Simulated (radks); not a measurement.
Ba+, configuration [Xe] 6s1.

All-electron calculation, Dirac Kohn-Sham, exchange-only B88, spin-unpolarised, spherical densities, point nucleus. Program: a radial shooting solver on a logarithmic mesh with Libxc functionals.

Energy parts (hartree):
part                   energy
total              -8137.0314
kinetic             8689.9082
electron-nucleus  -19783.1172
Hartree             3152.1219
exchange            -195.9445

Orbitals (lengths in bohr, moments of r in powers of bohr; r(90%) holds 90 % of the orbital's charge):
[
 {"orbital": "1s1/2", "occ.": "2", "eigenvalue (hartree)": "-1368.527", "r(90%)": "0.0461", "<r^2>": "0.0008883", "<r>": "0.02558"},
 {"orbital": "2s1/2", "occ.": "2", "eigenvalue (hartree)": "-216.3625", "r(90%)": "0.170", "<r^2>": "0.01415", "<r>": "0.1093"},
 {"orbital": "2p1/2", "occ.": "2", "eigenvalue (hartree)": "-203.8250", "r(90%)": "0.151", "<r^2>": "0.01041", "<r>": "0.09192"},
 {"orbital": "2p3/2", "occ.": "4", "eigenvalue (hartree)": "-189.7900", "r(90%)": "0.159", "<r^2>": "0.01168", "<r>": "0.09792"},
 {"orbital": "3s1/2", "occ.": "2", "eigenvalue (hartree)": "-45.79010", "r(90%)": "0.429", "<r^2>": "0.09734", "<r>": "0.2917"},
 {"orbital": "3p1/2", "occ.": "2", "eigenvalue (hartree)": "-40.52854", "r(90%)": "0.423", "<r^2>": "0.09214", "<r>": "0.2816"},
 {"orbital": "3p3/2", "occ.": "4", "eigenvalue (hartree)": "-37.81633", "r(90%)": "0.440", "<r^2>": "0.09988", "<r>": "0.2935"},
 {"orbital": "3d3/2", "occ.": "4", "eigenvalue (hartree)": "-28.58299", "r(90%)": "0.415", "<r^2>": "0.08262", "<r>": "0.2644"},
 {"orbital": "3d5/2", "occ.": "6", "eigenvalue (hartree)": "-28.00475", "r(90%)": "0.420", "<r^2>": "0.08483", "<r>": "0.2681"},
 {"orbital": "4s1/2", "occ.": "2", "eigenvalue (hartree)": "-9.11044", "r(90%)": "0.969", "<r^2>": "0.5127", "<r>": "0.6739"},
 {"orbital": "4p1/2", "occ.": "2", "eigenvalue (hartree)": "-7.19850", "r(90%)": "1.02", "<r^2>": "0.5528", "<r>": "0.6970"},
 {"orbital": "4p3/2", "occ.": "4", "eigenvalue (hartree)": "-6.63228", "r(90%)": "1.06", "<r^2>": "0.5968", "<r>": "0.7243"},
 {"orbital": "4d3/2", "occ.": "4", "eigenvalue (hartree)": "-3.51043", "r(90%)": "1.20", "<r^2>": "0.7348", "<r>": "0.7951"},
 {"orbital": "4d5/2", "occ.": "6", "eigenvalue (hartree)": "-3.41427", "r(90%)": "1.21", "<r^2>": "0.7533", "<r>": "0.8051"},
 {"orbital": "5s1/2", "occ.": "2", "eigenvalue (hartree)": "-1.40312", "r(90%)": "2.36", "<r^2>": "3.021", "<r>": "1.639"},
 {"orbital": "5p1/2", "occ.": "2", "eigenvalue (hartree)": "-0.90790", "r(90%)": "2.73", "<r^2>": "3.935", "<r>": "1.862"},
 {"orbital": "5p3/2", "occ.": "4", "eigenvalue (hartree)": "-0.83134", "r(90%)": "2.85", "<r^2>": "4.305", "<r>": "1.947"},
 {"orbital": "6s1/2", "occ.": "1", "eigenvalue (hartree)": "-0.25917", "r(90%)": "6.37", "<r^2>": "21.80", "<r>": "4.407"}
]

The highest occupied level is 6s1/2 at -7.052 eV. The density falls to 0.001 e/bohr^3 at r = 4.72 bohr.
